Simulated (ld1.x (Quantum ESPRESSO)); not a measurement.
# Logarithmic derivatives: carbon, ultrasoft

C (Z = 6), ultrasoft, made with ld1.x (Quantum ESPRESSO) 7.5 (LDA (PZ), scalar-relativistic). Core [He], reference 2s2 2p0 (charge +2). Waves: 2s (bound): rcut 0.65, rcutus 0.90 bohr; 2s channel at -2.35 Ry: rcut 0.65, rcutus 0.90 bohr; 2p (bound, empty): rcut 1.00, rcutus 1.25 bohr; 2p channel at -0.75 Ry: rcut 1.00, rcutus 1.25 bohr. Local part: all-electron potential smoothed inside 0.70 bohr (lloc = -1). Core correction: none. Augmentation charge: built from norm-conserving waves at rcut, not smoothed further.

The phase is arctan(r·u′/u) with u = r·R(r), unwrapped; energies in Ry, scanned from -5 to 5 Ry. A pole is an energy at which the radial function vanishes at the test radius. The pseudo phase is shifted by a multiple of π to meet the all-electron one at the reference energy, and phase errors are pseudo minus all-electron; the curves can meet again beyond the range given. Levels narrower than the energy grid can be missing from the lists of poles.

For each channel, where are the poles, and over which energies does the pseudopotential scatter like the atom?

| channel | radius (bohr) | reference energy (Ry) | poles, all-electron | poles, pseudo | unbroken range about the reference energy with phases within 0.05 rad | phase error 1 Ry above the reference energy (rad) |
| --- | --- | --- | --- | --- | --- | --- |
| s | 1.35 | -2.95 | 1.89 | 1.91 | the whole range | +0.000 |
| p | 1.35 | -2.34 | 0.86 | 0.86 | the whole range | +0.000 |

Phases in the p channel:

```json
{"E (Ry)": "-5.00", "all-electron": "1.005", "pseudo": "1.004"}
{"E (Ry)": "-4.48", "all-electron": "0.908", "pseudo": "0.907"}
{"E (Ry)": "-3.96", "all-electron": "0.757", "pseudo": "0.757"}
{"E (Ry)": "-3.44", "all-electron": "0.508", "pseudo": "0.507"}
{"E (Ry)": "-2.92", "all-electron": "0.090", "pseudo": "0.090"}
{"E (Ry)": "-2.40", "all-electron": "-0.454", "pseudo": "-0.454"}
{"E (Ry)": "-1.88", "all-electron": "-0.892", "pseudo": "-0.892"}
{"E (Ry)": "-1.36", "all-electron": "-1.159", "pseudo": "-1.159"}
{"E (Ry)": "-0.84", "all-electron": "-1.319", "pseudo": "-1.319"}
{"E (Ry)": "-0.32", "all-electron": "-1.425", "pseudo": "-1.425"}
{"E (Ry)": "0.20", "all-electron": "-1.500", "pseudo": "-1.500"}
{"E (Ry)": "0.72", "all-electron": "-1.557", "pseudo": "-1.557"}
{"E (Ry)": "1.24", "all-electron": "-1.604", "pseudo": "-1.605"}
{"E (Ry)": "1.76", "all-electron": "-1.645", "pseudo": "-1.645"}
{"E (Ry)": "2.28", "all-electron": "-1.681", "pseudo": "-1.683"}
{"E (Ry)": "2.80", "all-electron": "-1.717", "pseudo": "-1.720"}
{"E (Ry)": "3.32", "all-electron": "-1.752", "pseudo": "-1.758"}
{"E (Ry)": "3.84", "all-electron": "-1.789", "pseudo": "-1.800"}
{"E (Ry)": "4.36", "all-electron": "-1.829", "pseudo": "-1.849"}
{"E (Ry)": "4.88", "all-electron": "-1.875", "pseudo": "-1.915"}
```
